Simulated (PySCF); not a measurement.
Computed shifts of a molecule C4H10Si2, PBE0/pcSseg-1 (PySCF), GIAO, gas phase, atoms alike by connectivity averaged where their shifts nearly agree, in ppm (number of nuclei): ¹³C: 162.9 (1), 156.9 (1), 148.6 (1), 143.3 (1). ²⁹Si: -31.4 (1), -64.5 (1). ¹H: 7.39 (1), 7.34 (1), 6.65 (2), 6.60 (1), 4.79 (2), 4.47 (3). References: ¹³C against TMS (σ = 186.3 ppm); ²⁹Si against TMS (σ = 352.7 ppm); ¹H against TMS (σ = 31.56 ppm), references at their B3LYP-D3(BJ)/def2-TZVP geometries, non-relativistic. Coordinates come from a B3LYP-D3(BJ)/def2-SVP optimisation. The values are those of a single conformer.

Problem. Which structure fits?
A. C[Si@@H]1C=C[Si@@H]1C
B. C=C=C([SiH3])C[SiH3]
C. [SiH3]CC1=C[SiH2]C1
D. C=C[SiH2]/C=C/[SiH3]

Solution. D, C=C[SiH2]/C=C/[SiH3]
